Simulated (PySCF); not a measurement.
Si(H)(Me)(SH)2 (CH6S2Si), SMILES C[SiH](S)S.

Geometry optimised at PBE-D3(BJ)/def2-SVP. One conformer was computed; it need not be the lowest.

Level of theory: PBE-D3(BJ)/def2-SVP in PySCF.

Frequencies are harmonic and unscaled.

Computed vibrational spectrum:
```tsv
mode	ν (cm⁻¹)	IR (km/mol)	moving atoms (share of kinetic energy)
1	107	11.6	H 56 %, S 36 %
2	143	4.1	H 58 %, S 27 %, Si 9 %
3	154	0.1	H 89 %
4	173	0.0	H 36 %, C 30 %, S 27 %
5	214	3.4	Si 35 %, H 26 %, S 19 %, C 19 %
6	243	24.7	H 83 %, S 15 %
7	449	15.3	S 51 %, Si 32 %, H 11 %
8	515	51.8	Si 50 %, S 39 %, H 10 %
9	613	23.2	H 94 %
10	664	12.3	H 67 %, C 24 %
11	687	29.6	H 77 %, C 9 %, Si 8 %
12	729	25.7	H 64 %, C 19 %, Si 16 %
13	765	22.9	H 78 %, Si 12 %
14	824	163.6	H 74 %, Si 13 %, C 12 %
15	865	105.7	H 80 %, C 13 %
16	1214	20.2	H 78 %, C 21 %
17	1376	5.7	H 96 %
18	1379	2.5	H 96 %
19	2142	116.8	H 97 %
20	2606	1.2	H 97 %
21	2618	0.2	H 97 %
22	2977	0.9	H 97 %
23	3080	1.3	H 91 %, C 9 %
24	3089	0.6	H 91 %, C 9 %
```
